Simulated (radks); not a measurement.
Species: the molybdenum ion Mo3+. Configuration: [Kr] 4d3.

Calculated with a radial shooting solver on a logarithmic mesh with Libxc functionals: scalar-relativistic Kohn-Sham, SCAN, spin-polarised, spherical densities, finite nucleus; open shells are filled with parallel spins first (spin-orbit coupling, left out, can overturn this in heavy ions); meta-GGA in the generalised Kohn-Sham scheme; Fermi nuclear charge, rms radius 4.4091 fm.

Energy parts (eV):
total: -110145.180
kinetic: 113574.154
electron-nucleus: -264177.918
Hartree: 43816.896
exchange-correlation: -3358.312

Orbitals (lengths in bohr, moments of r in powers of bohr; <r^-3> diverges for s and p1/2):
orbital  occ.  eigenvalue (eV)     <r^2>  <r^-3>      <r>
1s down     1        -19898.40  0.001669       -  0.03517
1s up       1        -19898.39  0.001669       -  0.03517
2s up       1        -2852.130   0.02782       -   0.1536
2s down     1        -2851.644   0.02781       -   0.1536
2p up       3        -2550.039   0.02194    2552   0.1340
2p down     3        -2549.670   0.02193    2552   0.1340
3s up       1        -518.1349    0.2095       -   0.4277
3s down     1        -517.9382    0.2096       -   0.4277
3p up       3        -418.1566    0.2150   426.2   0.4298
3p down     3        -417.9044    0.2150   425.7   0.4299
3d up       5        -256.4593    0.2073   56.36   0.4151
3d down     5        -255.9964    0.2071   56.32   0.4151
4s up       1         -99.4012     1.376       -    1.104
4s down     1         -96.6856     1.359       -    1.096
4p up       3         -72.4348     1.686   60.97    1.216
4p down     3         -69.3947     1.660   62.87    1.206
4d up       3         -33.9925     2.974   5.015    1.595

The highest occupied level is 4d up at -33.993 eV. The density falls to 0.001 e/bohr^3 at r = 3.26 bohr. Summed over all electrons, <r^2> = 25.67 bohr^2, which gives a Langevin (diamagnetic) susceptibility term of -20.3 x 10^-6 cm^3/mol. Spin moment in Bohr magnetons: 3. The electron density at the nucleus is 9.262e+04 e/bohr^3 (large components only).

Empty levels of this run are not shown, since the potential may be unsettled where no density lies.
